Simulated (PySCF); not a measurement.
Simulated absorption spectrum

Compound: 2-fluorobenzoyl chloride, C7H4ClFO.
InChI=1S/C7H4ClFO/c8-7(10)5-3-1-2-4-6(5)9/h1-4H

The calculation used TDDFT B3LYP/def2-SVPD, vertical, gas phase, core orbitals frozen in the response (PySCF 2.14.0, density-fitted response routines). One conformer (not necessarily the lowest) at the GFN2-xTB geometry, without solvent, vibrations or thermal averaging. GFN2-xTB frequencies show an imaginary mode (29i cm⁻¹), so this geometry is no minimum at that level. Torsions of this conformer, `[O:1]=[C:2]([Cl:3])[c:4]1[cH:5][cH:6][cH:7][cH:8][c:9]1[F:10]`: O1–C2–C4–C5 0°.

Each state is given a Gaussian of 0.5 eV full width at half maximum, with ε(max) = 2.175×10⁸ f / Δν̃ (Δν̃ the width in cm⁻¹). The width is an assumption, not a result. The curve ends short of the highest state used, and states not computed would add to its high-energy end.

(λ (nm), ε (L mol⁻¹ cm⁻¹)): (206.8, 2520), (209.3, 1836), (211.8, 1576), (214.3, 1633), (216.7, 1986), (219.2, 2752), (221.7, 4037), (224.2, 5886), (226.7, 8194), (229.2, 10688), (231.7, 12974), (234.1, 14597), (236.6, 15405), (239.1, 15204), (241.6, 14088), (244.1, 12312), (246.6, 10201), (249.1, 8069), (251.5, 6229), (254.0, 4665), (256.5, 3512), (259.0, 2749), (261.5, 2309), (264.0, 2105), (266.5, 2050), (269.0, 2066), (271.4, 2095), (273.9, 2098), (276.4, 2053), (278.9, 1952), (281.4, 1802), (283.9, 1613), (286.4, 1402), (288.8, 1194), (291.3, 983), (293.8, 788), (296.3, 617), (298.8, 472), (301.3, 353), (303.8, 259), (306.3, 186), (308.7, 133), (311.2, 92), (313.7, 63), (316.2, 42), (318.7, 28), (321.2, 18), (323.7, 12), (326.1, 8), (328.6, 5), (331.1, 3), (333.6, 2), (336.1, 1), (338.6, 1), (341.1, 0), (343.6, 0)

(1) Locate the maxima and give the states behind the curve.

(2) On this curve, what absorbance would a 10⁻⁴ mol/L sample give at 222 nm over a 1 cm path?

(3) Coming from long wavelengths, where does ε first pass 100 L mol⁻¹ cm⁻¹?

Results:

(1) 273 nm (4.54 eV), ε about 2100, made up of S2 (96%) (hardly more than a shoulder); 237 nm (5.22 eV), ε about 15000, made up of S4 (100%) (ε in L mol⁻¹ cm⁻¹; maxima over ε = 5, shares over 10%). At its high-energy end, 6.00 eV, the curve is still rising (ε about 2600, from S5, S6 and S8). The states used: S1 4.36 eV (f 0.0000); S2 4.51 eV (f 0.038); S3 5.18 eV (f 0.0002); S4 5.22 eV (f 0.286); S5 5.79 eV (f 0.018); S6 6.33 eV (f 0.094); S7 6.39 eV (f 0.0001); S8 6.60 eV (f 0.394).

(2) 222 nm is 5.585 eV, where ε is about 4200 L mol⁻¹ cm⁻¹, so A = ε c l ≈ 0.42 (Beer–Lambert, with the gas-phase spectrum and the assumed width).

(3) At about 311 nm (3.99 eV), 0.37 eV below S1.

On one thread of an Arm Neoverse V1, shared host with 32 logical CPUs at a one-minute load of 12, this took 78 s and 1.1 GiB of memory at its peak.
